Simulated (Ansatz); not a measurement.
Species: TiN, charge 0, multiplicity 2. The spin state was set by rule; other spins were not relaxed. 
Coordinates optimised at B3LYP-D3(BJ)/def2-TZVP (Ansatz, a first-principles code):
```
Ti
N 1 1.5567
```
Charge 0, spin multiplicity 2.

Basis-set convergence of Hartree-Fock and CCSD(T) correlation energies (hartree) with Ansatz. Cores are frozen in the correlated levels unless marked. UHF or UKS for open shells. No spin-orbit coupling. Frozen are the shells of the preceding noble gas and the d and f shells that filled before the atom's block. No relativistic terms. The program attaches cautions to a run behind CCSD(T)/def2-SVPD: large difference. The program attaches cautions to a run behind CCSD(T)/def2-TZVPPD: large difference. The program attaches cautions to a run behind CCSD(T)/def2-QZVPPD: large difference.

The UHF reference is spin-contaminated (<S^2> 0.37 over the pure value in the largest basis). The T1 diagnostic of CCSD in the largest basis is 0.109, which is high, so the coupled-cluster rows are less sure than usual.

```json
[
 {"basis": "def2-SVPD", "functions": "54", "E(HF)": "-902.57848", "E(corr, CCSD(T))": "-0.32732"},
 {"basis": "def2-TZVPPD", "functions": "104", "E(HF)": "-902.75609", "E(corr, CCSD(T))": "-0.36988"},
 {"basis": "def2-QZVPPD", "functions": "156", "E(HF)": "-902.77353", "E(corr, CCSD(T))": "-0.38373"}
]
```

Extrapolating the two largest sets (X = 3 and 4) as X^-3: E(corr) = (64·(-0.38373) - 27·(-0.36988))/37 = -0.3938 Eh, an estimate of the basis-set limit. The largest set recovers 97.4 % of it, the smallest 83.1 %.
